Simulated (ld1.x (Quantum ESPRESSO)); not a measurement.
**Building the TM semilocal potential for ytterbium (PBEsol, scalar-relativistic).**

- Element: ytterbium
- Generator: ld1.x (Quantum ESPRESSO) 7.5
- Type: norm-conserving Troullier–Martins (semilocal form)
- Functional: PBEsol
- Relativity: scalar-relativistic
- Frozen core: [Kr] 4d10 4f14
- Valence charge: 10
- Reference configuration: 5s2 5p6 5d0 6s0 6p0 (charge +2)
- Partial waves: 5p (bound): rc 1.45 bohr; 5d (bound, empty): rc 3.20 bohr; 5s (bound): rc 1.50 bohr
- Local potential: the s channel
- Core correction: none

* Cutoffs needed: 80 Ry and 120 Ry (the cutoffs (Ry, on a coarse ladder) from which the occupation-weighted sum of valence levels, in a spherical-Bessel basis at the reference potential, stays within 10 and 1 mRy of its value at 400 Ry)
* Ghost test: no extra level below or beside the all-electron valence levels (p, d, s tested); the semilocal form is local in each channel, so this says nothing of the separable form that plane-wave codes build from it (spherical-Bessel basis up to 400 Ry, 20 bohr box)
* Largest excitation error: -12484 meV (all-electron minus pseudo) for 5s2 5p6 5d0 6s0 6p2, out of 7 test configurations
